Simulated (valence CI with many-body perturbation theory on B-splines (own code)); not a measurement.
E1 line list for Rh XXXIII

Calculated by valence CI with perturbative core correlation (CI+MBPT): three valence electrons over a frozen Dirac-Fock core [Ne], radial functions for each j: 11 s, 11 p, 9 d, 7 f, 5 g, 2 h, 1 i, with the one-electron correlation potential Σ1, the two-electron term Σ2, the three-electron term Σ3, Breit, model QED; selected CI, second order for the rest (own B-spline code, finite nucleus).

No measured spectrum was set against this ion. As an estimate, large intervals hold to a few tenths of a per cent, small ones and those within an open d or f shell to about a per cent.

Lines 1 to 50 of 281 in falling wavelength, among levels below 390.86 eV, chosen from the strongest by gf and those to the six lowest levels. Wavelengths and rates use the calculated energies. Electric multipoles are in the length gauge, E1 and E2 with the static RPA response of the core. Weak lines are less certain than strong ones. Lines between different terms over intervals too small for the method are left out, as are lines whose strength nearly cancels. The highest levels of a list are the least certain.

Levels are named by their leading jj configuration (3d3/2^4 stands for four electrons in 3d with j = 3/2), which in mixed levels can hold well under half, so a name can repeat and another be missing. Letters in brackets count levels of one name in rising energy.

| λ vac (nm) | Upper | Lower | A (s⁻¹) | S (a.u.) |
| --- | --- | --- | --- | --- |
| 30.86 | (3s 3p1/2^2) J=1/2 | (3s^2 3p3/2) J=3/2 | 4.91e+07 | 1.42e-03 |
| 20.13 | (3p1/2 3p3/2 3d5/2) J=7/2 [b] | (3s 3p3/2 3d5/2) J=5/2 [b] | 2.07e+09 | 6.68e-02 |
| 19.63 | (3p1/2 3p3/2 3d5/2) J=9/2 | (3s 3p3/2 3d5/2) J=7/2 [c] | 1.68e+09 | 6.28e-02 |
| 19.40 | (3s 3p1/2 3p3/2) J=3/2 [a] | (3s^2 3p3/2) J=3/2 | 3.23e+08 | 4.65e-03 |
| 17.24 | (3s 3p1/2 3p3/2) J=5/2 | (3s^2 3p3/2) J=3/2 | 2.48e+09 | 3.76e-02 |
| 17.15 | (3p1/2 3p3/2 3d5/2) J=7/2 [b] | (3s 3p3/2 3d5/2) J=7/2 [c] | 2.25e+09 | 4.49e-02 |
| 17.03 | (3p1/2 3p3/2 3d5/2) J=9/2 | (3s 3p3/2 3d5/2) J=7/2 [b] | 5.08e+09 | 1.24e-01 |
| 17.01 | (3p1/2 3p3/2 3d5/2) J=3/2 [b] | (3s 3p3/2 3d5/2) J=3/2 [b] | 4.21e+09 | 4.09e-02 |
| 16.47 | (3s 3p1/2^2) J=1/2 | (3s^2 3p1/2) J=1/2 | 4.14e+09 | 1.83e-02 |
| 16.47 | (3p1/2^2 3d5/2) J=5/2 | (3s 3p1/2 3d5/2) J=5/2 [c] | 3.19e+09 | 4.22e-02 |
| 16.21 | (3p1/2 3p3/2 3d3/2) J=5/2 | (3s 3p3/2 3d3/2) J=5/2 [a] | 3.73e+09 | 4.71e-02 |
| 15.70 | (3p1/2 3p3/2^2) J=1/2 | (3s 3p3/2^2) J=1/2 | 1.13e+10 | 4.32e-02 |
| 15.56 | (3p1/2^2 3d3/2) J=3/2 | (3s 3p1/2 3d3/2) J=1/2 | 6.88e+09 | 5.12e-02 |
| 15.53 | (3p1/2^2 3d3/2) J=3/2 | (3s 3p1/2 3d3/2) J=3/2 [b] | 5.53e+09 | 4.09e-02 |
| 15.49 | (3p1/2^2 3p3/2) J=3/2 | (3s 3p1/2 3p3/2) J=3/2 [b] | 3.70e+09 | 2.72e-02 |
| 15.36 | (3p1/2 3p3/2 3d3/2) J=3/2 [a] | (3s 3p3/2 3d3/2) J=3/2 [a] | 7.12e+09 | 5.10e-02 |
| 15.27 | (3p1/2 3p3/2 3d3/2) J=7/2 | (3s 3p3/2 3d5/2) J=7/2 [a] | 4.81e+09 | 6.76e-02 |
| 15.15 | (3p1/2 3p3/2 3d3/2) J=7/2 | (3s 3p3/2 3d3/2) J=5/2 [a] | 3.07e+09 | 4.22e-02 |
| 15.12 | (3p1/2 3p3/2 3d5/2) J=5/2 [c] | (3s 3p3/2 3d5/2) J=7/2 [c] | 6.12e+09 | 6.26e-02 |
| 15.11 | (3p1/2 3p3/2 3d3/2) J=1/2 [a] | (3s 3p3/2 3d3/2) J=1/2 [a] | 1.11e+10 | 3.77e-02 |
| 15.09 | (3p1/2 3p3/2 3d5/2) J=3/2 [b] | (3s 3p3/2 3d3/2) J=1/2 [b] | 6.15e+09 | 4.18e-02 |
| 15.03 | (3p1/2 3p3/2 3d5/2) J=3/2 [a] | (3s 3p3/2 3d5/2) J=5/2 [a] | 1.00e+10 | 6.73e-02 |
| 14.96 | (3p1/2 3p3/2 3d5/2) J=5/2 [a] | (3s 3p3/2 3d5/2) J=5/2 [a] | 4.47e+09 | 4.43e-02 |
| 14.70 | (3s 3p1/2 3p3/2) J=3/2 [b] | (3s^2 3p3/2) J=3/2 | 2.38e+09 | 1.49e-02 |
| 14.30 | (3p1/2 3p3/2 3d3/2) J=5/2 | (3s 3p1/2 3d5/2) J=5/2 [c] | 4.23e+09 | 3.66e-02 |
| 14.29 | (3p1/2 3p3/2^2) J=3/2 | (3s 3p3/2^2) J=5/2 | 9.10e+09 | 5.24e-02 |
| 14.19 | (3p1/2 3p3/2 3d5/2) J=5/2 [a] | (3s 3p3/2 3d5/2) J=3/2 [a] | 5.65e+09 | 4.78e-02 |
| 14.18 | (3p1/2 3p3/2 3d5/2) J=5/2 [b] | (3s 3p3/2 3d5/2) J=5/2 [a] | 5.53e+09 | 4.66e-02 |
| 13.90 | (3p1/2^2 3d5/2) J=5/2 | (3s 3p1/2 3d5/2) J=5/2 [b] | 1.08e+10 | 8.55e-02 |
| 13.63 | (3p1/2 3p3/2 3d5/2) J=7/2 [a] | (3s 3p3/2 3d5/2) J=9/2 | 1.86e+10 | 1.86e-01 |
| 13.61 | (3p1/2^2 3d5/2) J=5/2 | (3s 3p1/2 3d3/2) J=3/2 [b] | 8.67e+09 | 6.47e-02 |
| 13.58 | (3p1/2 3p3/2 3d5/2) J=9/2 | (3s 3p3/2 3d5/2) J=7/2 [a] | 4.04e+09 | 4.99e-02 |
| 13.53 | (3p1/2 3p3/2 3d5/2) J=5/2 [c] | (3s 3p3/2 3d5/2) J=7/2 [b] | 6.31e+09 | 4.62e-02 |
| 13.48 | (3p1/2 3p3/2 3d5/2) J=5/2 [b] | (3s 3p3/2 3d5/2) J=3/2 [a] | 4.87e+09 | 3.54e-02 |
| 13.46 | (3p1/2^2 3d5/2) J=5/2 | (3s 3p1/2 3d5/2) J=7/2 | 2.38e+10 | 1.72e-01 |
| 13.44 | (3p1/2 3p3/2 3d5/2) J=5/2 [a] | (3s 3p3/2 3d5/2) J=7/2 [a] | 1.04e+10 | 7.46e-02 |
| 13.41 | (3p1/2^2 3p3/2) J=3/2 | (3s 3p1/2 3p3/2) J=5/2 | 2.22e+10 | 1.06e-01 |
| 13.37 | (3p3/2^2 3d3/2) J=7/2 | (3s 3p3/2 3d5/2) J=5/2 [b] | 6.30e+09 | 5.94e-02 |
| 13.35 | (3s 3p1/2 3d3/2) J=3/2 [a] | (3s 3p1/2 3p3/2) J=3/2 [b] | 2.61e+09 | 1.23e-02 |
| 13.30 | (3s 3p1/2 3p3/2) J=1/2 | (3s^2 3p3/2) J=3/2 | 6.18e+09 | 1.44e-02 |
| 13.29 | (3p3/2^2 3d5/2) J=9/2 | (3s 3p3/2 3d5/2) J=7/2 [c] | 7.52e+09 | 8.72e-02 |
| 13.21 | (3s 3p1/2 3d5/2) J=5/2 [b] | (3s 3p3/2^2) J=5/2 | 6.73e+09 | 4.59e-02 |
| 13.15 | (3p1/2^2 3d3/2) J=3/2 | (3s 3p1/2 3d3/2) J=5/2 | 2.40e+10 | 1.08e-01 |
| 12.97 | (3p1/2 3p3/2 3d5/2) J=9/2 | (3s 3p3/2 3d5/2) J=9/2 | 1.87e+10 | 2.01e-01 |
| 12.87 | (3p1/2^2 3d5/2) J=5/2 | (3p1/2 3p3/2^2) J=3/2 | 5.62e+09 | 3.55e-02 |
| 12.86 | (3s 3p1/2 3d3/2) J=5/2 | (3s 3p1/2 3p3/2) J=3/2 [b] | 3.14e+06 | 1.98e-05 |
| 12.81 | (3p1/2 3p3/2 3d5/2) J=5/2 [b] | (3s 3p3/2 3d5/2) J=7/2 [a] | 1.30e+10 | 8.08e-02 |
| 12.75 | (3p1/2 3p3/2 3d3/2) J=3/2 [b] | (3s 3p3/2 3d3/2) J=5/2 [a] | 1.64e+10 | 6.73e-02 |
| 12.67 | (3p1/2^2 3d3/2) J=3/2 | (3s 3p1/2 3d3/2) J=3/2 [a] | 1.27e+10 | 5.10e-02 |
| 12.58 | (3p1/2 3p3/2 3d3/2) J=1/2 [b] | (3s 3p3/2 3d3/2) J=3/2 [a] | 1.55e+10 | 3.05e-02 |
